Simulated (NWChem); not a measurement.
Molecule: tert-butylarsine (C$_{4}$H$_{11}$As); SMILES CC(C)(C)[AsH2]

```xyz
16

C     -0.0643    -1.3752     1.4237
C      0.0001    -0.8345    -0.0011
C      1.2858    -1.2960    -0.6872
C     -1.2184    -1.2960    -0.8004
As     0.0019     1.1748    -0.0431
H     -0.0637    -2.4805     1.4122
H     -0.9786    -1.0481     1.9426
H      0.7992    -1.0479     2.0231
H      1.3576    -0.9186    -1.7197
H      1.3177    -2.3986    -0.7329
H      2.1828    -0.9626    -0.1411
H     -1.1968    -0.9187    -1.8352
H     -2.1611    -0.9627    -0.3375
H     -1.2460    -2.3987    -0.8489
H     -1.1439     1.3443     0.9526
H      1.0532     1.3444     1.0519
```
Atoms are numbered in this order, from 1.

Structure relaxed at the PBE0/def2-SVP level. Not confirmed as a minimum by frequencies.

Q: Give the principal values of the shielding tensors (ppm) of C1, C2, C3, As5 from LDA (Slater exchange, VWN5)/pcSseg-1, GIAO (NWChem), with their diamagnetic and paramagnetic parts as GIAO splits them.

A: 
```
atom     σ11     σ22     σ33  isotropic  diamagnetic  paramagnetic
----  ------  ------  ------  ---------  -----------  ------------
C1     110.7   123.5   177.5      137.2        248.9        -111.6
C2     130.2   137.9   155.7      141.3        248.8        -107.5
C3     129.6   130.8   181.9      147.4        249.9        -102.5
As5   1175.3  1251.9  1837.0     1421.4       2874.1       -1452.7
```
